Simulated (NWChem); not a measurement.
Molecule: BH2Br; SMILES BBr

Results from NWChem. Pople sets run with spherical d functions. This build's default masses of Se (78.918 u) and Br (79.917 u) are each other's, which moves their modes by up to 0.6 %. Each level has its own optimisation; frequencies are unscaled.

For level B3LYP/6-31G*:

lowest (cm⁻¹): 679

### Question
How do the values read with level B3LYP/3-21G instead?

### Answer
| Item | Result |
|---|---|
| lowest (cm⁻¹) | 625 |
